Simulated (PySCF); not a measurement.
PBE0 on Cd²⁺ (cadmium, charge +2)

Configuration: [Kr] 4d10, closed-shell 1S. Calculation: PySCF 2.14, in def2-TZVPPD with the def2 core potential (28 electrons) (6s4p3d2f1g, 56 functions); a scalar-relativistic core potential.

```
Total energy                : -166.8226 hartree
One-electron energy         : -283.6772 hartree
Hartree (Coulomb) energy    : 131.8660 hartree
Exchange-correlation energy : -15.0114 hartree
⟨S²⟩                        : 0.0000
⟨L²⟩                        : 0.000
Sum of ⟨r⟩                  : 20.26 bohr
Sum of ⟨r²⟩                 : 26.86 bohr²
Time after the integrals    : 0.47 s of wall time on 1 thread of Neoverse-V2 (shared host)
```

```csv
shell,electrons,mean orbital energy (hartree),"rms radius, mean of both spins (bohr)"
4s,2,-4.87144,0.942
4p,6,-3.37682,1.03
4d,10,-1.19550,1.37
```

Energies and moments cover only the electrons outside the core potential.
